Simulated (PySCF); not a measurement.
Ga₂: energy against distance

Set-up: PySCF, scalar-relativistic core potentials, basis sets Ga cc-pVTZ-PP with ECP10. Energies in eV from Ga + Ga in their ground configurations at the same level. State: ³Πu (triplet), unpaired electrons σ ↑, π ↑.

All columns are PBE0.

```tsv
R (Å)	E (eV)	HOMO (eV)	LUMO (eV)	Mayer bond order	⟨S²⟩
2.330	-1.053	-4.55	-3.16	1.30	2.01
2.438	-1.262	-4.57	-3.02	1.25	2.01
2.546	-1.376	-4.54	-2.90	1.20	2.01
2.628	-1.417	-4.43	-2.82	1.17	2.01
2.709	-1.428	-4.34	-2.74	1.15	2.01
2.790	-1.417	-4.25	-2.67	1.12	2.01
2.899	-1.378	-4.15	-2.59	1.09	2.01
3.034	-1.300	-4.03	-2.50	1.07	2.01
3.197	-1.183	-3.91	-2.41	1.04	2.01
3.413	-1.007	-3.78	-2.32	1.02	2.01
```

Spin–orbit coupling is left out. The state was picked by a PBE0 search and need not be the measured ground state.
